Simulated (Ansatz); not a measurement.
`[OH][Sc]([F])[Cl]` + H–F → `[F][Sc]([F])[Cl]` + H₂O at 500 K and 1 bar (ligand exchange at the Sc–O bond).

Calculated with Ansatz (gas phase, PBE0-D4/def2-TZVP geometries, no zero-point term in ΔE). CCSD(T)/CBS is the MP2 limit (def2-TZVPP, def2-QZVPP) plus CCSD(T) − MP2 in def2-TZVPP, frozen cores. This one scheme is used for every species. For Sc outer-core shells are correlated without core-valence functions, which leaves a few kJ/mol of doubt a bond. Scalar relativity is left out up to krypton. Each species was taken in one conformer, which may not be the lowest.

| species | CCSD(T)/CBS energy (Eh) | H − E (kJ/mol) | S (J/(mol·K)) |
| --- | --- | --- | --- |
| `[OH][Sc]([F])[Cl]` | -1395.76221 | 77.9 | 384.8 |
| H–F | -100.39570 | 39.4 | 188.7 |
| `[F][Sc]([F])[Cl]` | -1419.79433 | 44.9 | 359.5 |
| H₂O | -76.37941 | 73.2 | 206.3 |

H − E and S are ideal-gas, rigid-rotor, harmonic terms from PBE0-D4/def2-TZVP, for one conformer and one mirror image of each species. 1 Eh = 2625.50 kJ/mol, R = 8.31446 J/(mol·K).

Q: By hand: ΔE, ΔH, ΔS and ΔG.

A: ΔE = (-1419.79433) + (-76.37941) − (-1395.76221) − (-100.39570) = -0.01583 Eh = -41.6 kJ/mol. Δ(H − E) = 44.9 + 73.2 − 77.9 − 39.4 = 0.8, so ΔH = -40.8 kJ/mol. ΔS = 359.5 + 206.3 − 384.8 − 188.7 = -7.7 J/(mol·K). ΔG = -40.8 − 500 × (-7.7)/1000 = -36.9 kJ/mol.

Q: By hand: the equilibrium constant, and the temperature at which ΔG would vanish if ΔH and ΔS stayed fixed.

A: log₁₀ K = −ΔG/(RT ln 10) = 3.9. ΔG = 0 at ΔH/ΔS = 5299 K, far beyond where these terms or the molecules hold.

The number of gas molecules stays the same, so ΔS is small and ΔH decides. A doubt of 5 kJ/mol in ΔE shifts log₁₀ K by 0.5 here. Other conformers and mirror images would add mixing entropy, several J/(mol·K) or more a flexible species. These are equilibria of isolated gas molecules and say nothing of rates. Largest T1 diagnostic: 0.016 (customary marks: 0.02 for closed shells, 0.045 for open ones).
